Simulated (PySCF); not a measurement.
C₄H₃N₃O.
Numbering: `[O:1]=[CH:2][c:3]1[cH:4][cH:5][n:6][n:7][n:8]1` (hydrogens: H9 on C2; H10 on C4; H11 on C5)

Torsions of this conformer, `[O:1]=[CH:2][c:3]1[cH:4][cH:5][n:6][n:7][n:8]1`: O1–C2–C3–C4 0°.

The closed-shell ground state was solved at several levels (PySCF, density fitting, gas phase, non-relativistic). Isolated species at its GFN2-xTB geometry (one conformer only).

```tsv
level	basis functions	HOMO (eV)	LUMO (eV)	gap (eV)	dipole (D)
PBE0/def2-SVPD	187	-7.53	-3.28	4.25	2.70
CAM-B3LYP/def2-SVPD	187	-8.99	-2.16	6.83	2.72
```

**Question.** What might PBE0/pcSseg-1 (151 basis functions) give for the same quantities?

**Answer.** HOMO -7.60 eV, LUMO -3.23 eV, gap 4.37 eV, dipole 2.80 D.

**Question.** Over all these levels, which gives the widest orbital gap and which the narrowest?

**Answer.** CAM-B3LYP/def2-SVPD (range-separated hybrid) has the widest, 6.83 eV, and PBE0/def2-SVPD (global hybrid, 25 % exact exchange) the narrowest, 4.25 eV. The two share the basis. From the narrowest to the widest the HOMO moves by -1.46 eV and the LUMO by +1.12 eV.

**Question.** How far do the dipole and the HOMO energy spread over the levels?

**Answer.** The dipole runs from 2.70 to 2.80 D (mean 2.74 D) and the HOMO from -8.99 to -7.53 eV.
